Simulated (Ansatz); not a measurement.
Total energies of `C1=N[SiH2][Te]1`.

Z-matrix (Å, degrees):
```
Si
N 1 1.763
C 1 2.339 2 32.2
Te 1 2.509 2 85.4 3 0.0
H 1 1.482 2 112.9 3 116.7
H 1 1.482 2 112.9 3 -116.7
H 3 1.094 2 124.6 1 180.0
```

Total charge 0; spin multiplicity 1. Correlated methods include outer-core shells of Te, which these sets cover unevenly. Te takes the def2 core potential. The geometry is a stationary point of PBE0-D4/def2-TZVP. Basis def2-TZVPP, Ansatz 0.2.0.

RPA on PBE orbitals: Hartree–Fock energy of these orbitals -649.97670 Eh, correlation -1.36527 Eh (frozen core).

| functional | energy without D4 (Eh) | D4 term (kJ/mol) |
| --- | --- | --- |
| LDA (SPW92) | -649.86779 | – |
| PBE | -651.94996 | -20.6 |
| revPBE | -652.17898 | -55.9 |
| BLYP | -652.13432 | -45.0 |
| r2SCAN | -652.24407 | -4.4 |
| B3LYP | -652.32579 | -34.0 |
| r2SCANh | -652.22423 | -4.8 |
| r2SCAN0 | -652.19569 | -5.4 |
| HSE06 (plane-wave form) | -651.98252 | -16.3 |
| BHLYP | -652.09759 | -29.7 |
| CAM-B3LYP | -652.16698 | -17.9 |
| LC-ωPBE | -652.08401 | – |
| B2PLYP | -651.84527 | – |
| PBE-QIDH | -651.73060 | – |

(1) Give the same for B97M-V, PBE0, ωB97X-V, ωB97M-V. (Estimate.)

B3LYP takes the VWN-RPA correlation (the form of Gaussian; ORCA's B3LYP/G). HSE06 is the plane-wave form, built on full-range PBE exchange. The double hybrids freeze the cores in their second-order part.

Results:

(1) The calculation gave: 
```tsv
functional	energy without D4 (Eh)	D4 term (kJ/mol)
B97M-V	-652.12373	–
PBE0	-651.99531	-17.3
ωB97X-V	-652.12258	–
ωB97M-V	-652.13305	–
```

LC-ωPBE has ω = 0.4 bohr⁻¹.
